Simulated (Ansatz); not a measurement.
Frontier orbitals of `CC[SiH](F)F`.

```xyz
11

C    -0.259    0.138    1.389
C    -0.717   -0.020   -0.061
Si    0.664   -0.119   -1.283
F     1.563    1.192   -1.191
F     1.617   -1.343   -0.924
H    -1.112    0.191    2.069
H     0.363   -0.703    1.703
H     0.329    1.049    1.523
H    -1.361    0.816   -0.357
H    -1.327   -0.923   -0.178
H     0.240   -0.277   -2.690
```

Total charge 0; spin multiplicity 1. All single points use the PBE0-D4/def2-TZVP geometry. It is one conformer, not always the lowest. Basis def2-TZVPP, Ansatz 0.2.0.

Orbital energies of one run (eV). Highest occupied ones, from the top: -8.64, -9.99, -10.26, -11.07, -11.53, -11.72, -11.82, -12.61, -12.88, -13.05, -13.62, -15.32, -17.47, -21.12. Empty: 0.58, 0.75, 1.04, 2.17, 2.27, 2.28.

Problem. Which functional gave them?
A. B3LYP
B. ωB97M-V
C. CAM-B3LYP
D. PBE

Solution. A. HOMO energies: B3LYP -8.64, ωB97M-V -11.08, PBE -7.43, CAM-B3LYP -10.26 eV.

B3LYP here is the variant with VWN-RPA as its local correlation; programs differ in this.
